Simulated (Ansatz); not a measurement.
One change: `[OH][SnH]([Cl])[Cl]` becomes `[Cl][SnH]([Cl])[SeH]`.

Ansatz, PBE0-D4/def2-TZVP geometries, multiplicity 1. Each molecule was computed in one conformer, which needn't be the lowest.

Elements past krypton have def2 core potentials. Scalar relativity is left out up to krypton.

```tsv
property	`[OH][SnH]([Cl])[Cl]`
HOMO–LUMO gap (PBE/def2-TZVPP) / eV	4.89
HOMO energy (PBE/def2-TZVPP) / eV	-7.64
LUMO energy (PBE/def2-TZVPP) / eV	-2.76
HOMO energy (B3LYP/def2-TZVPP) / eV	-8.94
HOMO energy (ωB97M-V/def2-TZVPP) / eV	-11.54
LUMO energy (PBE0/def2-TZVPP) / eV	-1.81
```

Q: What does the change do to each property? (Estimate.)

A: Ansatz gave: 
```json
{"property": "HOMO–LUMO gap (PBE/def2-TZVPP) / eV", "`[Cl][SnH]([Cl])[SeH]`": "3.59", "shift": "-1.30"}
{"property": "HOMO energy (PBE/def2-TZVPP) / eV", "`[Cl][SnH]([Cl])[SeH]`": "-6.54", "shift": "1.10"}
{"property": "LUMO energy (PBE/def2-TZVPP) / eV", "`[Cl][SnH]([Cl])[SeH]`": "-2.95", "shift": "-0.19"}
{"property": "HOMO energy (B3LYP/def2-TZVPP) / eV", "`[Cl][SnH]([Cl])[SeH]`": "-7.47", "shift": "1.47"}
{"property": "HOMO energy (ωB97M-V/def2-TZVPP) / eV", "`[Cl][SnH]([Cl])[SeH]`": "-9.89", "shift": "1.65"}
{"property": "LUMO energy (PBE0/def2-TZVPP) / eV", "`[Cl][SnH]([Cl])[SeH]`": "-2.08", "shift": "-0.27"}
```

With PBE0 the HOMO rises by 1.51 eV and the LUMO falls by 0.27 eV, so the gap narrows by about 1.78 eV. PBE moves the HOMO by 1.10 eV and ωB97M-V by 1.65 eV.

B3LYP here is the variant with VWN-RPA as its local correlation; programs differ in this.

Spin–orbit coupling is left out; it splits and shifts lone-pair levels of the heavy atoms by tenths of an eV.
